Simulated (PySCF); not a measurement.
One reaction down a group: Si, Ge, Sn

The same gas-phase reaction for Si, Ge, Sn:
- SiBr2 + H2 → SiH2 + Br2
- GeBr2 + H2 → GeH2 + Br2
- SnBr2 + H2 → SnH2 + Br2

Method: PySCF energies plus ideal-gas RRHO corrections (1 bar). † marks an energy on the PBE0/def2-TZVP geometry and frequencies. CCSD(T) freezes the core. All species are closed-shell singlets. B3LYP is the form with VWN-RPA correlation. Sn: scalar-relativistic def2 core potential, no spin-orbit coupling. Br, Ge: all electrons, no relativistic terms. GeH2, SnH2: computed as isolated molecules; such fragments, hydroxides, amides, oligomers or adducts are transient or little studied in the gas. CCSD(T) isn't extrapolated to the basis-set limit. The harmonic model lacks anharmonicity and excited electronic states, which grow with temperature; levels with a mode under 35 cm⁻¹ are left out. Soft modes under 120 cm⁻¹ make the harmonic entropy rough for GeBr2, SnBr2.

ΔH°(298 K) in kJ, by level:

```
level                   Si     Ge     Sn
-------------------  -----  -----  -----
ωB97M-V/def2-TZVP†   351.7  349.8  385.6
r2SCAN/def2-TZVP†    367.9  371.2  407.7
B3LYP/def2-TZVP†     337.9  348.7  386.1
PBE0/def2-SVP†       346.8  351.6  385.8
PBE0/def2-QZVP†      348.8  350.3  387.9
CCSD(T)/def2-TZVPP†  344.1  348.2  384.0
LDA/def2-TZVP†       365.0  362.6  388.0
```

At ωB97M-V/def2-TZVP†, ΔH° is not monotonic: it is lowest for Ge and highest for Sn, over a range of 35.8 kJ; the steps are -1.9, +35.8 kJ. 2 of the 7 levels shown give the same order; r2SCAN/def2-TZVP†, B3LYP/def2-TZVP†, PBE0/def2-SVP†, PBE0/def2-QZVP†, CCSD(T)/def2-TZVPP† order the members differently. The levels scatter most for Si (30.0 kJ between the highest and the lowest) and least for Ge (23.0 kJ). ΔS°(298 K) runs from 15.1 to 16.7 J/K, so TΔS° at 298 K spreads over 0.5 kJ among the members, against 35.8 kJ for ΔH°.

Free energies at ωB97M-V/def2-TZVP†:

```json
[
 {"member": "Si", "ΔS°(298 K), J/K": "16.7", "ΔG°(298 K), kJ": "347", "ΔG°(1200 K), kJ": "338", "ΔG° changes sign": "none from 298 to 2500 K"},
 {"member": "Ge", "ΔS°(298 K), J/K": "16.3", "ΔG°(298 K), kJ": "345", "ΔG°(1200 K), kJ": "337", "ΔG° changes sign": "none from 298 to 2500 K"},
 {"member": "Sn", "ΔS°(298 K), J/K": "15.1", "ΔG°(298 K), kJ": "381", "ΔG°(1200 K), kJ": "373", "ΔG° changes sign": "none from 298 to 2500 K"}
]
```

The NASA 1993 table, where it holds all species, gives ΔH°(298 K) = 329 kJ for Si; its entries are part measured, part old estimates, and weren't checked at source.
